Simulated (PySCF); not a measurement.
Level of theory: PySCF, PBE0, basis Ru def2-TZVP with ECP28, O def2-TZVP, Cl def2-TZVP (scalar-relativistic core potentials, no spin–orbit coupling, density fitting). Open shells, if any, are unrestricted.

Question: What spin state, shape and geometry does isolated RuOCl take (every ligand bound to Ru)?

Answer: Formally Ru is in oxidation state +3, d5, with 3 unpaired electrons (the high-spin count would be 5). The Mulliken spin on Ru is 2.46. The polar-tensor charge on Ru, 1.20, is far below the formal one. The lowest minimum found is a quartet of Cs symmetry with Ru–Cl 2.215 Å, Ru–O 1.666 Å; Cl–Ru–O 124.7°. Its harmonic wavenumbers are 146 (a'), 406 (a'), 999 (a') cm⁻¹ and its dipole moment is 2.63 D.

Only a few start shapes were tried, so a lower isomer may exist. With open d or f shells other occupations or spin states may lie lower.
